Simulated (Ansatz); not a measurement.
Reactions of F3H3Si2, SMILES `F[Si](F)(F)[SiH3]`.

Gas-phase electronic energies from Ansatz, PBE0-D4/def2-TZVP geometries. CCSD(T)/CBS adds triple-zeta CCSD(T) − MP2 to the extrapolated MP2 energy (def2 sets, frozen cores). This one scheme is used for every species. No spin–orbit coupling; open shells (•) take unrestricted orbitals. Elements past krypton have def2 core potentials. For Ge, I outer-core shells are correlated without core-valence functions, which leaves a few kJ/mol of doubt a bond. Scalar relativity is left out up to krypton. Each species was taken in one conformer, which may not be the lowest.

```
                                                                                  reaction  CCSD(T)/CBS(def2) (kcal/mol)
                                `F[Si](F)(F)[SiH3]` + `[OH]`• → `F[Si](F)(F)[SiH2]`• + H₂O                             ?
                                            `F[Si](F)(F)[SiH3]` + H₂ → `F[SiH](F)F` + SiH₄                          -7.3
                       `F[Si](F)(F)[SiH3]` + `C=CB(F)F` → `C=C[Si](F)(F)[SiH3]` + `FB(F)F`                             ?
                                     `F[Si](F)(F)[SiH3]` + CH₄ → `C[Si](F)(F)[SiH3]` + H–F                          36.3
                             `F[Si](F)(F)[SiH3]` + `[SiH3]`• → `F[Si](F)(F)[SiH2]`• + SiH₄                          -2.8
            `F[Si](F)(F)[SiH3]` + `N[SiH2]O[SiH3]` → `[SiH3]N[SiH2]O[SiH3]` + `F[SiH](F)F`                         -15.9
                                          `F[Si](F)(F)[SiH3]` + HI → `F[Si](F)(F)I` + SiH₄                         -19.0
                `F[Si](F)(F)[SiH3]` + `O=C([SiH3])S` → `O=C([SiH3])S[SiH3]` + `F[SiH](F)F`                         -17.4
`F[Si](F)(F)[SiH3]` + `[CH3][GeH]([OH])[Cl]` → `O[Si](F)(F)[SiH3]` + `[CH3][GeH]([F])[Cl]`                           2.0
                                     `F[Si](F)(F)[SiH3]` + CH₃NH₂ → `CN[Si](F)(F)F` + SiH₄                             ?
```

(1) Fill in the missing values. (Estimate.)

Largest T1 diagnostic: 0.017, for `O=C([SiH3])S`.

Results:

(1) The calculation gave: `F[Si](F)(F)[SiH3]` + `[OH]`• → `F[Si](F)(F)[SiH2]`• + H₂O: -32.1 kcal/mol; `F[Si](F)(F)[SiH3]` + `C=CB(F)F` → `C=C[Si](F)(F)[SiH3]` + `FB(F)F`: +8.7 kcal/mol; `F[Si](F)(F)[SiH3]` + CH₃NH₂ → `CN[Si](F)(F)F` + SiH₄: -20.6 kcal/mol.
